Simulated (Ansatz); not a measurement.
Basis sets compared for Li₇Al₃⁺. The state is a doublet with charge 1. Geometry PBE0-D4/def2-SVP. Ansatz on 4 threads of Arm Neoverse V1 on a shared host; times are rough, and most runs start from earlier orbitals.

```xyz
10

Li    0.0585    1.7808    1.5379
Li   -1.7272   -1.1156   -2.0262
Li   -0.6468    1.9210   -2.1195
Li   -0.9738   -1.2979    1.5832
Li    4.1566   -1.3002    2.5606
Li   -3.9794    1.3785   -1.8351
Li    2.8615   -1.5232   -0.6566
Al    0.3963   -0.0966   -0.4161
Al   -2.0165    0.7588   -0.1961
Al    1.8708   -0.5056    1.5679
```

Another isomer (doublet) lies 0.24 eV lower at PBE0-D4/def2-TZVP; other spin states weren't run for this one.

```
           level  functions  energy (Eh)  HOMO (eV)  LUMO (eV)  wall time
 PBE-D4/def2-SVP        117    -779.0216      -5.71      -5.19      4.9 s
PBE0-D4/def2-SVP        117    -779.1143      -6.23      -4.54       10 s
```

Estimate the rows for PBE-D4/def2-TZVP (with forces), PBE0-D4/def2-TZVP.


```csv
level,functions,energy (Eh),HOMO (eV),LUMO (eV),wall time
PBE-D4/def2-TZVP (with forces),209,-779.3155,-5.77,-5.23,8.5 s
PBE0-D4/def2-TZVP,209,-779.4024,-6.28,-4.59,25 s
```
